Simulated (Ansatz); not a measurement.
Computed with Ansatz on PBE0-D4/def2-TZVP structures; ΔE is electronic, products minus reactants. CCSD(T)/CBS is the MP2 limit (def2-TZVPP, def2-QZVPP) plus CCSD(T) − MP2 in def2-TZVPP, frozen cores. This one scheme is used for every species. DFT in def2-TZVPP. B3LYP here is the variant with VWN-RPA as its local correlation; programs differ in this. Elements past krypton have def2 core potentials. For In outer-core shells are correlated without core-valence functions, which leaves a few kJ/mol of doubt a bond. One conformer a species, not always the lowest.

Reaction (redistribution): `[SiH3][O][InH][O][SiH3]` + `[NH2][Al]([NH2])[O][SiH3]` → `[SiH3][O][In]([O][SiH3])[O][SiH3]` + `[NH2][AlH][NH2]`

`[SiH3][O][InH][O][SiH3]`:

Cartesian coordinates in Å:
```
Si 0.792 1.829 -0.736
O -0.391 1.034 -1.524
In -1.362 -0.677 -1.441
O -0.870 -1.660 0.192
Si -0.013 -1.442 1.561
H 0.239 2.653 0.375
H 1.494 2.731 -1.690
H 1.795 0.888 -0.158
H -2.454 -1.221 -2.599
H -0.598 -2.282 2.642
H 1.411 -1.835 1.372
H -0.043 -0.018 2.006
```

`[NH2][Al]([NH2])[O][SiH3]`:

```xyz
12

N     1.554    0.782   -1.505
Al    0.788   -0.203   -0.262
N     1.593   -1.596    0.456
O    -0.763    0.199    0.258
Si   -2.253    0.584    0.752
H     2.471    0.633   -1.889
H     1.120    1.581   -1.935
H     2.514   -1.926    0.223
H     1.182   -2.179    1.166
H    -3.052    1.138   -0.376
H    -2.958   -0.618    1.278
H    -2.196    1.605    1.833
```

`[SiH3][O][In]([O][SiH3])[O][SiH3]`:

Z-matrix (Å, degrees):
```
Si
O 1 1.636
H 1 1.488 2 110.9
H 1 1.486 2 108.7 3 120.0
H 1 1.492 2 111.0 3 -120.2
In 2 1.953 1 134.9 3 85.2
O 6 1.947 2 119.9 1 175.6
O 6 1.961 2 120.9 1 -4.4
Si 7 1.637 6 135.1 2 179.7
Si 8 1.635 6 135.6 2 -4.2
H 9 1.485 7 108.1 6 -180.0
H 9 1.490 7 111.1 6 -60.2
H 9 1.490 7 111.2 6 60.2
H 10 1.489 8 110.9 6 85.6
H 10 1.492 8 111.1 6 -34.5
H 10 1.486 8 108.8 6 -154.3
```

`[NH2][AlH][NH2]`:

Cartesian coordinates in Å:
```
N 0.154 -1.037 -1.156
Al 0.374 0.428 -0.188
N -0.505 0.636 1.333
H -0.445 -1.814 -0.937
H 0.630 -1.203 -2.028
H 1.361 1.557 -0.685
H -1.154 -0.015 1.742
H -0.415 1.449 1.919
```

```
             level  ΔE (kcal/mol)  difference from CCSD(T)/CBS
         revPBE-D4           31.8                          0.0
           BLYP-D4           33.1                          1.3
          B3LYP-D4           34.6                          2.8
           ωB97M-V           34.3                          2.5
          PBE-QIDH           33.7                          1.9
               PBE           32.0                          0.2
            revPBE           30.9                         -0.9
              BLYP           32.5                          0.7
            r2SCAN           34.6                          2.8
             B3LYP           34.3                          2.5
         CAM-B3LYP           35.2                          3.4
     CCSD/def2-SVP           31.4                         -0.4
     HF/def2-TZVPP           35.1                          3.3
     HF/def2-QZVPP           35.1                          3.3
SCS-MP2/def2-QZVPP           31.9                          0.1
      HF/CBS(def2)           35.1                          3.3
       CCSD(T)/CBS           31.8                            0
```

Largest T1 diagnostic among the species: 0.015.

From PBE to PBE0 (25 % exact exchange), in def2-TZVPP and without D4, ΔE moves by +1.8 kcal/mol. Leaving LDA and LC-ωPBE aside and taking each functional with its dispersion term where it has one, the values, not all of them listed here, spread over 4.1 kcal/mol, from revPBE-D4 to r2SCAN0-D4. LDA lies +3.7 kcal/mol from PBE without D4. In def2-TZVPP, CCSD(T) changes the Hartree–Fock value by −2.4 kcal/mol (the triples alone add −1.0 kcal/mol) and MP2 by −2.4 kcal/mol.
